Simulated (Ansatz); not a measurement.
Gas-phase electronic energies from Ansatz, PBE0-D4/def2-TZVP geometries. CBS: def2 TZ/QZ extrapolation, frozen cores. DFT in def2-TZVPP. Each species was taken in one conformer, which may not be the lowest.

Consider the formal exchange of groups at a B–B bond: `O=BB=O` + `OO` → 2 `O=BO`.

| level | ΔE (kcal/mol) | difference from CCSD(T)/CBS |
| --- | --- | --- |
| LDA (SPW92) | -122.1 | -1.1 |
| revPBE-D4 | -112.5 | 8.5 |
| BLYP-D4 | -114.6 | 6.4 |
| r2SCAN-D4 | -121.3 | -0.3 |
| B97M-V | -121.1 | -0.1 |
| PBE0-D4 | -120.8 | 0.2 |
| CAM-B3LYP-D4 | -122.5 | -1.5 |
| ωB97X-V | -118.8 | 2.2 |
| ωB97M-V | -121.3 | -0.3 |
| PBE-QIDH | -125.0 | -4.0 |
| PBE | -114.6 | 6.4 |
| revPBE | -112.4 | 8.6 |
| BLYP | -114.6 | 6.4 |
| r2SCAN | -121.3 | -0.3 |
| r2SCAN0 | -126.2 | -5.2 |
| CAM-B3LYP | -122.6 | -1.6 |
| LC-ωPBE | -121.2 | -0.2 |
| RPA@PBE/def2-TZVPP | -110.6 | 10.4 |
| HF/def2-SVP | -134.3 | -13.3 |
| MP2/def2-SVP | -124.6 | -3.6 |
| CCSD/def2-SVP | -121.3 | -0.3 |
| HF/def2-TZVPP | -133.6 | -12.6 |
| MP2/def2-TZVPP | -123.6 | -2.6 |
| SCS-MP2/def2-TZVPP | -120.5 | 0.5 |
| CCSD/def2-TZVPP | -121.3 | -0.3 |
| HF/def2-QZVPP | -134.3 | -13.3 |
| CCSD(T)/def2-QZVPP | -120.2 | 0.8 |
| HF/CBS(def2) | -134.3 | -13.3 |
| CCSD/CBS(def2) | -123.9 | -2.9 |
| CCSD/cc-pV(D+d)Z | -113.2 | 7.8 |
| CCSD(T)/cc-pV(D+d)Z | -111.0 | 10.0 |
| HF/cc-pV(T+d)Z | -133.4 | -12.4 |
| MP2/cc-pV(T+d)Z | -123.4 | -2.4 |
| HF/cc-pV(Q+d)Z | -134.3 | -13.3 |
| MP2/cc-pV(Q+d)Z | -125.0 | -4.0 |
| CCSD/cc-pV(Q+d)Z | -123.2 | -2.2 |
| CCSD(T)/cc-pV(Q+d)Z | -120.5 | 0.5 |
| HF/CBS(cc) | -134.6 | -13.6 |
| CCSD/CBS(cc) | -124.3 | -3.3 |
| CCSD(T)/CBS(cc) | -121.4 | -0.4 |
| CCSD(T)/CBS | -121.0 | 0 |

Largest T1 diagnostic among the species: 0.022, so the coupled-cluster value is less sure than usual.

Leaving LDA and LC-ωPBE aside and taking each functional with its dispersion term where it has one, the values, not all of them listed here, spread over 14.7 kcal/mol, from BHLYP-D4 to revPBE-D4. LDA lies −7.4 kcal/mol from PBE without D4. From r2SCAN to r2SCAN0 (25 % exact exchange), in def2-TZVPP and without D4, ΔE moves by −4.9 kcal/mol.
